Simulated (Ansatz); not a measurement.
`C=[CH][GeH3]` + `[OH][InH2]` → `C=C[O][InH2]` + GeH₄ at 500 K and 1 bar (substitution at a C–Ge bond).

Gas-phase electronic energies from Ansatz, PBE0-D4/def2-TZVP geometries. CCSD(T)/CBS is the MP2 limit (def2-TZVPP, def2-QZVPP) plus CCSD(T) − MP2 in def2-TZVPP, frozen cores. def2 core potentials past Kr. For Ge, In outer-core shells are correlated without core-valence functions, which leaves a few kJ/mol of doubt a bond. Scalar relativity is left out up to krypton. Each species was taken in one conformer, which may not be the lowest.

```tsv
species	CCSD(T)/CBS energy (Eh)	H − E (kJ/mol)	S (J/(mol·K))
`C=[CH][GeH3]`	-2155.78858	206.7	349.4
`[OH][InH2]`	-266.78179	92.5	311.9
`C=C[O][InH2]`	-344.06070	193.4	393.4
GeH₄	-2078.49493	99.4	244.6
```

H − E and S are ideal-gas, rigid-rotor, harmonic terms from PBE0-D4/def2-TZVP, for one conformer and one mirror image of each species. 1 Eh = 2625.50 kJ/mol, R = 8.31446 J/(mol·K).

**Question.** By hand: ΔE, ΔH, ΔS and ΔG.

**Answer.** ΔE = (-344.06070) + (-2078.49493) − (-2155.78858) − (-266.78179) = 0.01474 Eh = 38.7 kJ/mol. Δ(H − E) = 193.4 + 99.4 − 206.7 − 92.5 = -6.4, so ΔH = 32.3 kJ/mol. ΔS = 393.4 + 244.6 − 349.4 − 311.9 = -23.3 J/(mol·K). ΔG = 32.3 − 500 × (-23.3)/1000 = 43.9 kJ/mol.

**Question.** By hand: the equilibrium constant, and the temperature at which ΔG would vanish if ΔH and ΔS stayed fixed.

**Answer.** log₁₀ K = −ΔG/(RT ln 10) = -4.6. ΔH and −TΔS have one sign here, so there is no such temperature.

TΔS isn't small against ΔH here. A doubt of 5 kJ/mol in ΔE shifts log₁₀ K by 0.5 here. Other conformers and mirror images would add mixing entropy, several J/(mol·K) or more a flexible species. These are equilibria of isolated gas molecules and say nothing of rates. Largest T1 diagnostic: 0.017 (customary marks: 0.02 for closed shells, 0.045 for open ones).
